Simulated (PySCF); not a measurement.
Excitation energy of Re by level of theory

Re [Xe] 4f14 5d5 6s2 (6S) → Re [Xe] 4f14 5d7 (4F), as a difference of total energies. All numbers are calculated (PySCF 2.14, a scalar-relativistic core potential, in aug-cc-pwCVDZ-PP with ECP60MDF (6s6p5d3f, 70 functions)). Correlated levels: valence and next inner shell: nothing frozen outside the core potential. The calculations carry no spin-orbit coupling.

```
                                method  excitation energy (eV)
                                   UHF                   5.930
    MP2 (valence and next inner shell)                   5.541
SCS-MP2 (valence and next inner shell)                   5.285
   CCSD (valence and next inner shell)                   5.422
CCSD(T) (valence and next inner shell)                   4.906
```

**Question.** How much does correlation contribute at CCSD(T) (valence and next inner shell)?

**Answer.** 4.906 − (5.930) = -1.024 eV, measured against UHF.
